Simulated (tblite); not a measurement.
Compound: CH10SSi4.
SMILES with atom numbers: `[SiH3:1][Si:2]1([SiH3:3])[SiH2:4][CH2:5][S:6]1` (hydrogens: H7, H8, H9 on Si1; H10, H11, H12 on Si3; H13, H14 on Si4; H15, H16 on C5)

Computed with GFN2-xTB (tblite), gas phase: L-BFGS steps from a force-field or distance-geometry start until the largest atomic force falls under 0.01 eV/Å.

Step 64: E = -472.7228 eV
```
atom  x, y, z in Å  |  force x, y, z in eV/Å
Si1    -0.6773    2.2941   -0.7489    0.057   0.000   0.015
Si2     0.2869    0.2675   -0.0408   -0.022   0.037  -0.056
Si3     2.6235    0.1888   -0.0233    0.041   0.046  -0.012
Si4    -0.9463   -1.7095   -0.4487    0.028   0.050   0.008
C5     -1.4969   -1.4820    1.3697    0.009   0.050   0.101
S6     -0.4057   -0.1558    2.0290   -0.071  -0.054  -0.073
H7     -0.3592    2.4626   -2.1710    0.014  -0.020   0.009
H8     -2.1341    2.3723   -0.6285   -0.027  -0.018   0.012
H9     -0.1335    3.4615   -0.0473   -0.009  -0.034  -0.008
H10     3.2223    1.2882    0.7387   -0.016  -0.042   0.011
H11     3.0995    0.3413   -1.4029   -0.053  -0.022   0.012
H12     3.1677   -1.0663    0.4953    0.034  -0.002   0.003
H13    -2.1198   -1.7667   -1.3269   -0.001   0.009  -0.013
H14    -0.2429   -2.9925   -0.5711    0.006   0.020  -0.023
H15    -2.5226   -1.1352    1.4850    0.003  -0.032  -0.012
H16    -1.3691   -2.3595    1.9985    0.006   0.012   0.027
```

Step 65: E = -472.7242 eV
```
atom  x, y, z in Å  |  force x, y, z in eV/Å
Si1    -0.6729    2.2992   -0.7599    0.052  -0.009   0.028
Si2     0.2808    0.2738   -0.0402   -0.026   0.036  -0.045
Si3     2.6171    0.1906   -0.0200    0.041   0.035  -0.004
Si4    -0.9528   -1.6992   -0.4485    0.002  -0.002   0.003
C5     -1.4893   -1.4962    1.3778    0.014   0.063   0.100
S6     -0.4129   -0.1544    2.0288   -0.054  -0.026  -0.050
H7     -0.3433    2.4604   -2.1790    0.016  -0.020  -0.010
H8     -2.1289    2.3826   -0.6488   -0.048  -0.020   0.008
H9     -0.1338    3.4685   -0.0609    0.006  -0.015   0.006
H10     3.2184    1.2815    0.7511   -0.014  -0.026   0.011
H11     3.1007    0.3444   -1.3966   -0.053  -0.020   0.010
H12     3.1524   -1.0675    0.4997    0.039  -0.015   0.001
H13    -2.1351   -1.7553   -1.3148   -0.005   0.020  -0.015
H14    -0.2518   -2.9811   -0.5931    0.016   0.016  -0.019
H15    -2.5191   -1.1653    1.5075    0.023  -0.051  -0.015
H16    -1.3368   -2.3732    2.0035   -0.007   0.033  -0.008
```

Step 66: E = -472.7251 eV
```
atom  x, y, z in Å  |  force x, y, z in eV/Å
Si1    -0.6681    2.2993   -0.7633    0.024  -0.005   0.030
Si2     0.2799    0.2771   -0.0373   -0.023   0.021  -0.026
Si3     2.6165    0.1926   -0.0200    0.016   0.006   0.019
Si4    -0.9555   -1.6918   -0.4466   -0.005  -0.028  -0.006
C5     -1.4890   -1.5013    1.3822    0.040   0.068   0.023
S6     -0.4224   -0.1547    2.0291    0.000   0.038  -0.012
H7     -0.3363    2.4577   -2.1815    0.018  -0.019  -0.022
H8     -2.1242    2.3795   -0.6531   -0.053  -0.018   0.002
H9     -0.1355    3.4713   -0.0670    0.021   0.004   0.017
H10     3.2207    1.2776    0.7540   -0.004   0.002   0.018
H11     3.0961    0.3450   -1.3966   -0.042  -0.014  -0.012
H12     3.1496   -1.0660    0.4995    0.040  -0.024  -0.002
H13    -2.1380   -1.7516   -1.3106   -0.023   0.029  -0.023
H14    -0.2537   -2.9705   -0.6012    0.033  -0.007  -0.017
H15    -2.5188   -1.1785    1.5141   -0.047  -0.032  -0.006
H16    -1.3287   -2.3767    2.0048    0.005  -0.018   0.017
```

Step 67: E = -472.7254 eV
```
atom  x, y, z in Å  |  force x, y, z in eV/Å
Si1    -0.6618    2.3066   -0.7769   -0.025   0.001   0.014
Si2     0.2720    0.2827   -0.0446   -0.010   0.000  -0.008
Si3     2.6110    0.1945   -0.0151    0.002  -0.023   0.020
Si4    -0.9664   -1.6855   -0.4474   -0.043  -0.068   0.008
C5     -1.4773   -1.5136    1.3931   -0.029  -0.007   0.010
S6     -0.4295   -0.1469    2.0239    0.002   0.052   0.014
H7     -0.3212    2.4637   -2.1940    0.015  -0.024  -0.006
H8     -2.1203    2.3902   -0.6756   -0.018  -0.017  -0.003
H9     -0.1310    3.4777   -0.0791    0.025   0.010   0.022
H10     3.2122    1.2716    0.7714   -0.002   0.012   0.018
H11     3.1050    0.3498   -1.3867   -0.045  -0.015  -0.003
H12     3.1327   -1.0692    0.5073    0.036  -0.009  -0.014
H13    -2.1647   -1.7409   -1.2941    0.013   0.032  -0.001
H14    -0.2640   -2.9627   -0.6270    0.017   0.019  -0.011
H15    -2.5163   -1.2165    1.5423    0.069  -0.052  -0.016
H16    -1.2879   -2.3927    2.0092   -0.007   0.088  -0.045
```

Q: Estimate the geometry and energy of step 68. (The exact step hangs on the optimiser's Hessian estimate; all steps are aligned on step 67, rigid shifts and turns removed.)

A: E = -472.7260 eV, largest force 0.060 eV/Å
```
atom  x, y, z in Å  |  force x, y, z in eV/Å
Si1    -0.6635    2.3029   -0.7701   -0.022   0.006   0.009
Si2     0.2760    0.2794   -0.0437   -0.007  -0.002  -0.009
Si3     2.6153    0.1937   -0.0174   -0.005  -0.021   0.019
Si4    -0.9626   -1.6899   -0.4468   -0.022  -0.033   0.001
C5     -1.4833   -1.5055    1.3884   -0.004   0.004  -0.013
S6     -0.4281   -0.1480    2.0243    0.012   0.058   0.009
H7     -0.3299    2.4635   -2.1888    0.014  -0.023   0.000
H8     -2.1222    2.3813   -0.6623   -0.012  -0.014  -0.002
H9     -0.1315    3.4738   -0.0714    0.018   0.003   0.016
H10     3.2162    1.2748    0.7637   -0.001   0.010   0.019
H11     3.1016    0.3474   -1.3917   -0.041  -0.013  -0.007
H12     3.1435   -1.0676    0.5038    0.034  -0.009  -0.011
H13    -2.1538   -1.7478   -1.3017    0.000   0.029  -0.008
H14    -0.2583   -2.9665   -0.6144    0.023   0.003  -0.013
H15    -2.5187   -1.1995    1.5282    0.002  -0.027  -0.008
H16    -1.3083   -2.3832    2.0068    0.011   0.030  -0.002
```

The energy changes by -0.0006 eV. The first-order estimate −F·Δx gives -0.0009 eV and the mean of the old and new forces, exact on a quadratic surface, -0.0006 eV. The step makes an angle of 84° with the force vector and moves no atom by more than 0.023 Å.

The cost below is that of the whole relaxation. Time: 1.8 s wall. Hardware: one thread of an Arm Neoverse N1, shared host with 64 logical CPUs at a one-minute load of 57.
